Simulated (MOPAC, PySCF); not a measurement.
CHNS, SMILES `S=C=N`, neutral singlet in the gas phase. 

Cartesian coordinates (Å):
```xyz
4

N     -0.7774    -0.3026    -0.0164
C      0.3999    -0.0724    -0.0024
S      1.9606     0.0777     0.0087
H     -1.5831     0.2972     0.0101
```
Charge 0, spin multiplicity 1.

All levels are single points at this geometry (B3LYP-D3(BJ)/def2-TZVP); Pople sets use spherical d functions. Orbital energies aren't observables, and empty levels follow the basis.

| level | HOMO (eV) | LUMO (eV) | gap (eV) | dipole (D) | vertical IE, Delta-SCF (eV) |
|---|---|---|---|---|---|
| B3LYP-D3(BJ)/def2-TZVP in PySCF | -7.33 | -1.35 | 5.98 | 1.96 | 10.00 |
| B3LYP/3-21G in PySCF | -7.10 | -0.89 | 6.21 | 2.79 | – |
| SVWN5/6-31G* in PySCF | -6.36 | -1.89 | 4.48 | 2.27 | 10.12 |
| HF/3-21G in PySCF | -10.00 | 2.87 | 12.87 | 3.17 | – |
| HF/STO-3G in PySCF | -6.67 | 6.87 | 13.55 | 1.87 | – |
| AM1 in MOPAC | -9.41 | -0.53 | 8.88 | 2.87 | – |
